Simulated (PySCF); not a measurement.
# Sm⁵⁷⁺: fine-structure interval

Sm⁵⁷⁺ [He] 2s2 2p1 [2p1/2^1, M_J = 1/2] → Sm⁵⁷⁺ [He] 2s2 2p1 [2p3/2^1, M_J = 3/2], as a difference of total energies. Computed with PySCF 2.14 in an uncontracted even-tempered set (17 s from 38 bohr⁻², ratio 2.4; 13 p from 50 bohr⁻², ratio 2.4; 5 d from 160 bohr⁻², ratio 2.6; 4 f from 240 bohr⁻², ratio 2.6), with the two-component X2C-1e Hamiltonian. Correlated levels: nothing frozen; the 32 highest virtual spinors dropped. "Screened" scales the spin-orbit matrix elements by Boettger's factors to mimic the two-electron term; Breit and QED terms are absent.

```csv
method,fine-structure interval (cm⁻¹)
GHF (screened spin-orbit),5392500
GMP2 (screened spin-orbit),5378600
GHF (bare spin-orbit),5585700
```
